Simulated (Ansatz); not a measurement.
C₄H₉O₂S, charge +1, singlet, at a GFN2-xTB geometry; Ansatz (a quantum-chemistry and plane-wave program) with BLYP/def2-SV(P).

The Ansatz input:
Ansatz 0.2 input:
```yaml
crystal:
  periodic: [false, false, false]
  atoms:
    - {symbol: O, position_ang: [1.51152948, 0.46643886, -1.24309723]}
    - {symbol: S, position_ang: [0.62912650, 0.24409693, -0.15893908]}
    - {symbol: O, position_ang: [1.27185554, 0.70569780, 1.20618995]}
    - {symbol: C, position_ang: [-0.98062429, 1.07394080, -0.20980790]}
    - {symbol: C, position_ang: [-1.93264431, -0.10768255, -0.28481530]}
    - {symbol: C, position_ang: [-1.34456367, -1.23699743, 0.57124462]}
    - {symbol: C, position_ang: [0.08377631, -1.46043585, 0.11289643]}
    - {symbol: H, position_ang: [2.18642629, 1.01690896, 1.19639492]}
    - {symbol: H, position_ang: [-1.01882340, 1.73861810, -1.06683965]}
    - {symbol: H, position_ang: [-1.07813283, 1.63362773, 0.71664594]}
    - {symbol: H, position_ang: [-2.03764828, -0.44275329, -1.31783511]}
    - {symbol: H, position_ang: [-2.92128192, 0.16891887, 0.08009021]}
    - {symbol: H, position_ang: [-1.35807917, -0.95174420, 1.62418067]}
    - {symbol: H, position_ang: [-1.93697440, -2.14443754, 0.45965375]}
    - {symbol: H, position_ang: [0.72363159, -1.93507359, 0.84927960]}
    - {symbol: H, position_ang: [0.15211376, -1.97965890, -0.84039368]}
basis:
  gaussian:
    orbitals: def2-SV_P_.json
hamiltonian:
  xc: blyp
total_charge: 1
scf: {lower_state_search: light}
```
The basis file holds def2-SV(P) in the JSON format of the Basis Set Exchange.

Q: Write the output that Ansatz gives for this input, abridged.

A: 
```
Functional definition: BLYP
1573 factors; their error is unknown
mean field evaluation 1: about -19172.9480 eV, gradient 1.2e2 eV
mean field evaluation 2: about -19119.8833 eV, gradient 1.9e2 eV
mean field evaluation 4: about -19200.3802 eV, gradient 2.2e1 eV
mean field evaluation 8: about -19201.2568 eV, gradient 1.7e-1 eV
mean field evaluation 16: about -19201.1762 eV, gradient 8.2e-4 eV
mean field -19201.17616605 eV, -705.6302090776 hartree, gradient 5.7e-5 eV, S^2 0.000000; 0 other end points of the search recorded, 0 dependent functions left out
reference -19201.17652093 eV, -705.6302221192 hartree; 32, 32 occupied and 88, 88 virtual orbitals, 1573 factors
Total energy: -19201.17652093 eV, -705.6302221192 hartree
```
